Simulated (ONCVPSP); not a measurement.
bismuth (Bi): variants of one ONCV potential

Base potential:

* Element: bismuth
* Generator: ONCVPSP 4.0.1
* Type: optimised norm-conserving Vanderbilt (ONCV)
* Functional: BLYP
* Relativity: scalar-relativistic
* Frozen core: [Xe] 4f14 5d10
* Valence charge: 5
* Reference configuration: 6s2 6p3
* Partial waves: 6s: rc 1.80 bohr, ncon 4, nbas 8, qcut 3.1 1/bohr, 2 projectors, debl 3.6 Ha; 6p: rc 2.45 bohr, ncon 5, nbas 8, qcut 4 1/bohr, 2 projectors, debl 3.6 Ha; d scattering state at 0.1 Ha: rc 2.65 bohr, ncon 3, nbas 7, qcut 3.5 1/bohr, 2 projectors, debl 3.9 Ha
* Local potential: polynomial inside 1.60 bohr (lpopt 5, dvloc0 2 Ha)
* Core correction: polynomial model core, fcfact 0.65

All-electron outer shells of the reference configuration (BLYP, scalar-relativistic, ld1.x):

```
shell  level (eV)  outermost node (bohr)  outermost maximum (bohr)
   5p      -95.62                   0.48                      0.86
   5d      -26.85                   0.51                      1.03
   6s      -14.37                   0.98                      1.86
   6p       -4.46                   1.14                      2.44
```

Cutoffs, loose and tight: the cutoffs (Ha) at which the residual kinetic energy of the hardest occupied pseudo-wave falls to 1 and 0.1 mHa per electron. They do not see the model core or the augmentation charge, which bear on the density cutoff. Test errors are all-electron minus pseudo excitation energies from the reference, over the configurations 6s2 6p2; 6s2 6p1; 6s2 6p0; 6s1 6p0. A dash means not determined; rows that change the core or the reference have their own tests.

| change | outcome | cutoff, loose | cutoff, tight | bound ghosts | GHOST(+) flags above zero | largest test error (meV) |
| --- | --- | --- | --- | --- | --- | --- |
| base | generated | 18 Ha | 44 Ha | none | s, p, d | -735 |
| s: qcut 3.6 | failed: ERROR pspot: first pseudo wave function has node, program will stop | – | – | – | – | – |
| p: qcut 2.3 | generated | 18 Ha | 44 Ha | none | s, p, d | -762 |
| d: nbas 8 | generated | 18 Ha | 44 Ha | none | s, p, d | -735 |
| local potential polynomial inside 1.60 bohr (lpopt 5, dvloc0 7.5 Ha) | generated | 18 Ha | 44 Ha | none | s | -735 |
| functional LDA (Perdew-Zunger) | generated | 19 Ha | 44 Ha | none | s, p, d | -808 |
| s: nproj 3 | generated | 18 Ha | 44 Ha | none | s, p, d | -737 |
| s: rc 1.94 | generated | 23 Ha | 43 Ha | none | s, p, d | -737 |
| p: ncon 4, nbas 7 | generated | 18 Ha | 44 Ha | none | s, p, d | -740 |
